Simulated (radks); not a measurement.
Pd2.5+, configuration [Kr] 4d6.5 5p1 (fractional occupations, a model configuration). Calculated with a radial shooting solver on a logarithmic mesh with Libxc functionals: Dirac Kohn-Sham, PBE, spin-unpolarised, spherical densities, point nucleus; open shells are shared between the two j in proportion to 2j + 1. Some entries of the table are withheld. Estimate them.

orbital      occ.  eigenvalue (eV)  <r> (bohr)
1s1/2           2        -24192.86     0.03185
2s1/2           2        -3566.123      0.1380
2p1/2           2        -3310.595      0.1171
2p3/2           4        -3151.206      0.1221
3s1/2           2        -676.0173      0.3790
3p1/2           2        -575.2088      0.3711
3p3/2           4        -547.4147      0.3819
3d3/2           4        -369.0360      0.3555
3d5/2           6        -363.4924      0.3590
4s1/2           2              (1)      0.9358
4p1/2           2         -92.8258         (2)
4p3/2           4         -88.1971         (3)
4d3/2         2.6         -39.8775       1.284
4d5/2         3.9         -39.2872       1.297
5p1/2    0.333333         -20.9448         (4)
5p3/2    0.666667         -20.3850         (5)

Answer. 
(1) 4s1/2 eigenvalue (eV): -124.3742
(2) 4p1/2 <r> (bohr): 1.001
(3) 4p3/2 <r> (bohr): 1.029
(4) 5p1/2 <r> (bohr): 2.790
(5) 5p3/2 <r> (bohr): 2.858
